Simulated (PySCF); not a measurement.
## Bond curve of LaO

Set-up: basis La x2c-SVPall, O x2c-SVPall; spin-free X2C with a Gaussian nucleus; PySCF 2.14. Energies in eV from La (5d1 6s2) + O in their ground configurations at the same level. State: doublet, about 0.2 electrons in the 4f shell (Mulliken).

All columns are MN15. A positive dipole means La(−)O(+).

```json
{"R (Å)": "1.578", "E (eV)": "-6.144", "μ (D)": "-1.00", "Mulliken charge on La (basis-dependent)": "0.18", "HOMO (eV)": "-3.84", "LUMO (eV)": "-0.87", "Mayer bond order": "2.36", "⟨S²⟩": "0.75"}
{"R (Å)": "1.651", "E (eV)": "-7.114", "μ (D)": "-1.75", "Mulliken charge on La (basis-dependent)": "0.23", "HOMO (eV)": "-3.98", "LUMO (eV)": "-0.99", "Mayer bond order": "2.34", "⟨S²⟩": "0.75"}
{"R (Å)": "1.725", "E (eV)": "-7.649", "μ (D)": "-2.47", "Mulliken charge on La (basis-dependent)": "0.29", "HOMO (eV)": "-4.12", "LUMO (eV)": "-1.12", "Mayer bond order": "2.32", "⟨S²⟩": "0.75"}
{"R (Å)": "1.780", "E (eV)": "-7.831", "μ (D)": "-2.99", "Mulliken charge on La (basis-dependent)": "0.33", "HOMO (eV)": "-4.22", "LUMO (eV)": "-1.22", "Mayer bond order": "2.31", "⟨S²⟩": "0.75"}
{"R (Å)": "1.835", "E (eV)": "-7.867", "μ (D)": "-3.48", "Mulliken charge on La (basis-dependent)": "0.37", "HOMO (eV)": "-4.33", "LUMO (eV)": "-1.33", "Mayer bond order": "2.30", "⟨S²⟩": "0.75"}
{"R (Å)": "1.890", "E (eV)": "-7.785", "μ (D)": "-3.94", "Mulliken charge on La (basis-dependent)": "0.40", "HOMO (eV)": "-4.43", "LUMO (eV)": "-1.43", "Mayer bond order": "2.29", "⟨S²⟩": "0.75"}
{"R (Å)": "1.964", "E (eV)": "-7.533", "μ (D)": "-4.51", "Mulliken charge on La (basis-dependent)": "0.44", "HOMO (eV)": "-4.56", "LUMO (eV)": "-1.57", "Mayer bond order": "2.28", "⟨S²⟩": "0.75"}
{"R (Å)": "2.055", "E (eV)": "-7.056", "μ (D)": "-5.16", "Mulliken charge on La (basis-dependent)": "0.47", "HOMO (eV)": "-4.71", "LUMO (eV)": "-1.74", "Mayer bond order": "2.27", "⟨S²⟩": "0.75"}
{"R (Å)": "2.165", "E (eV)": "-6.338", "μ (D)": "-5.86", "Mulliken charge on La (basis-dependent)": "0.49", "HOMO (eV)": "-4.88", "LUMO (eV)": "-1.93", "Mayer bond order": "2.27", "⟨S²⟩": "0.75"}
{"R (Å)": "2.312", "E (eV)": "-5.269", "μ (D)": "-6.67", "Mulliken charge on La (basis-dependent)": "0.49", "HOMO (eV)": "-5.08", "LUMO (eV)": "-2.18", "Mayer bond order": "2.28", "⟨S²⟩": "0.75"}
```

A fit through these points gives, at Re = 1.822 Å, μ = -3.37 D and dμ/dR = -8.74 D/Å; the reduced mass is 14.34 u.

Problem. How strong is the fundamental in the double-harmonic approximation, I = 42.26·(dμ/dR)²/μred km/mol?

Solution. I = 42.26·(-8.74)²/14.34 = 225 km/mol at MN15.

These are scalar-relativistic numbers at best; spin–orbit coupling would shift them, the dissociation energy most. With d or f electrons several states lie close, and the lowest PBE0 determinant need not be the measured ground state.
